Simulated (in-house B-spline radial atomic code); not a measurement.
Response of Cu XVIII (Cu17+) as one setting changes: the share of exact exchange in a PBE hybrid. A dash marks a strongly mixed or unbound state. Computed with an all-electron radial atomic-structure program (B-spline basis): linear response of the closed shell [Ne] 3s2 with the functional's adiabatic kernel; scalar-relativistic (spin-free one-electron X2C), finite nucleus, no spin-orbit coupling, no double excitations, S, P, D and F terms only.

Spin-orbit coupling is strong here, so these LS terms don't match observed levels.

| share of exact exchange in a PBE hybrid | lowest 1P (eV) | lowest 3P, Tamm-Dancoff (eV) | minus highest occupied level (eV) | α (bohr³) |
| --- | --- | --- | --- | --- |
| 0 | 3s → 3p 52.87 | 3s → 3p 37.06 | 615.16 | 0.1926 |
| 0.1 | 3s → 3p 52.77 | 3s → 3p 36.91 | 616.66 | 0.1939 |
| 0.2 | 3s → 3p 52.67 | 3s → 3p 36.76 | 618.17 | 0.1952 |
| 0.3 | ? | ? | ? | ? |
| 0.4 | 3s → 3p 52.47 | 3s → 3p 36.47 | 621.17 | 0.1977 |
| 0.5 | ? | ? | ? | ? |
| 0.6 | 3s → 3p 52.26 | 3s → 3p 36.18 | 624.16 | 0.2004 |
| 0.7 | 3s → 3p 52.16 | 3s → 3p 36.04 | 625.66 | 0.2017 |
| 0.8 | 3s → 3p 52.05 | 3s → 3p 35.90 | 627.15 | 0.2031 |
| 0.9 | 3s → 3p 51.95 | 3s → 3p 35.75 | 628.65 | 0.2045 |
| 1 | 3s → 3p 51.84 | 3s → 3p 35.61 | 630.14 | 0.2059 |

Question: What belongs in the row for 0.5?

Answer: lowest 1P (eV): 3s → 3p 52.37; lowest 3P, Tamm-Dancoff (eV): 3s → 3p 36.33; minus highest occupied level (eV): 622.67; α (bohr³): 0.1991.

Question: What belongs in the row for 0.3?

Answer: lowest 1P (eV): 3s → 3p 52.57; lowest 3P, Tamm-Dancoff (eV): 3s → 3p 36.62; minus highest occupied level (eV): 619.67; α (bohr³): 0.1964.
